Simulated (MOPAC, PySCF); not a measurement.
C3H5F, SMILES `FCC=C` (C–C–C–F torsion 0°), neutral singlet in the gas phase. 

Cartesian coordinates (Å):
SMILES: C=CCF
```xyz
9

C      1.3335     0.3481     0.0799
C      0.2677    -0.4007     0.3122
C     -1.1031    -0.1051    -0.1812
F     -1.1458     1.0551    -0.9211
H      1.2631     1.2559    -0.5072
H      2.3058     0.0744     0.4703
H      0.3478    -1.3107     0.9030
H     -1.7998     0.0053     0.6589
H     -1.4693    -0.9224    -0.8148
```
Charge 0, spin multiplicity 1.

All levels are single points at this geometry (PBE0-D4/def2-TZVP); Pople sets use spherical d functions. Orbital energies aren't observables, and empty levels follow the basis.

B3LYP/6-311+G** in PySCF gives dipole (D) = 1.87.

Estimate the dipole (D) from each of these levels: B3LYP-D3(BJ)/def2-TZVP in PySCF; PBE0-D4/def2-TZVP in PySCF; B3LYP/6-31G* in PySCF; BP86/6-31G* in PySCF; M06-2X/6-31G* in PySCF; SVWN5/6-31G* in PySCF; HF/6-31G* in PySCF; HF/STO-3G in PySCF; AM1 in MOPAC; PM3 in MOPAC; PM6 in MOPAC; PM7 in MOPAC.


```
level                            dipole (D)
-------------------------------  ----------
B3LYP-D3(BJ)/def2-TZVP in PySCF        1.71
PBE0-D4/def2-TZVP in PySCF             1.70
B3LYP/6-31G* in PySCF                  1.57
BP86/6-31G* in PySCF                   1.48
M06-2X/6-31G* in PySCF                 1.64
SVWN5/6-31G* in PySCF                  1.52
HF/6-31G* in PySCF                     1.86
HF/STO-3G in PySCF                     1.15
AM1 in MOPAC                           1.52
PM3 in MOPAC                           1.48
PM6 in MOPAC                           1.66
PM7 in MOPAC                           1.77
```
